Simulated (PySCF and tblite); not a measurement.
Values are calculated unless marked as measured or tabulated.
System: C₄H₉BO, numbered as in [CH2:1]=[CH:2][B:3]([CH3:4])[O:5][CH3:6].

For the rotation about the B3–C2 bond (torsion C4–B3–C2–C1 from 0° to 179°, rising): electronic barrier 5.45 kcal/mol, zero-point change -0.29 kcal/mol, thermal and entropy terms at 200 K a further 0.26 kcal/mol (symmetry numbers apart). The minimum is Cs, the saddle C1. Geometries: B3LYP-D3(BJ)/def2-SVP; energies: PBE0/pcSseg-1 + D3(BJ); zero-point and thermal terms from GFN2-xTB harmonic modes (soft modes blended into free rotors). Rates follow Eyring's equation with the number of equivalent paths and no tunnelling. Run with tblite and PySCF.

(1) How many equivalent paths lead out of the minimum?

(2) Work out the rate at 200 K.

## Answers

(1) 2: the symmetry number of the minimum is 1, that of the saddle displaced along its mode 1, and the displaced saddle is chiral while the minimum is not, which doubles the count.

(2) ΔG‡ = 5.42 kcal/mol; k_B T/h = 4.2×10¹² s⁻¹; exp(−ΔG‡/RT) = 1.2×10⁻⁶; times 2 gives k = 1×10⁷ s⁻¹. Wigner's tunnelling factor for the 74i cm⁻¹ mode would be 1.01.
